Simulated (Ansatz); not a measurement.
`[SeH][SnH3]` + H₂ → H₂Se + `[SnH4]` at 400 K and 1 bar (hydrogenolysis of the Se–Sn bond).

Calculated with Ansatz (gas phase, PBE0-D4/def2-TZVP geometries, no zero-point term in ΔE). CCSD(T)/CBS adds triple-zeta CCSD(T) − MP2 to the extrapolated MP2 energy (def2 sets, frozen cores). This one scheme is used for every species. def2 core potentials past Kr. For Se, Sn outer-core shells are correlated without core-valence functions, which leaves a few kJ/mol of doubt a bond. Scalar relativity is left out up to krypton.

| species | CCSD(T)/CBS energy (Eh) | H − E (kJ/mol) | S (J/(mol·K)) |
| --- | --- | --- | --- |
| `[SeH][SnH3]` | -2617.13827 | 97.4 | 338.5 |
| H₂ | -1.17544 | 38.0 | 139.0 |
| H₂Se | -2401.89790 | 49.4 | 229.5 |
| `[SnH4]` | -216.39156 | 85.2 | 244.6 |

H − E and S are ideal-gas, rigid-rotor, harmonic terms from PBE0-D4/def2-TZVP. The MP2-based limit puts H₂ 0.8 mEh under its directly extrapolated value; such offsets cancel only in part. 1 Eh = 2625.50 kJ/mol, R = 8.31446 J/(mol·K).

Problem. By hand: ΔE, ΔH, ΔS and ΔG.

Solution. ΔE = (-2401.89790) + (-216.39156) − (-2617.13827) − (-1.17544) = 0.02425 Eh = 63.7 kJ/mol. Δ(H − E) = 49.4 + 85.2 − 97.4 − 38.0 = -0.8, so ΔH = 62.9 kJ/mol. ΔS = 229.5 + 244.6 − 338.5 − 139.0 = -3.4 J/(mol·K). ΔG = 62.9 − 400 × (-3.4)/1000 = 64.3 kJ/mol.

Problem. By hand: the equilibrium constant, and the temperature at which ΔG would vanish if ΔH and ΔS stayed fixed.

Solution. log₁₀ K = −ΔG/(RT ln 10) = -8.4. ΔH and −TΔS have one sign here, so there is no such temperature. One of them is within its doubt of zero, so this could turn.

The number of gas molecules stays the same, so ΔS is small and ΔH decides. A doubt of 5 kJ/mol in ΔE shifts log₁₀ K by 0.7 here. These are equilibria of isolated gas molecules and say nothing of rates. Largest T1 diagnostic: 0.013 (customary marks: 0.02 for closed shells, 0.045 for open ones).
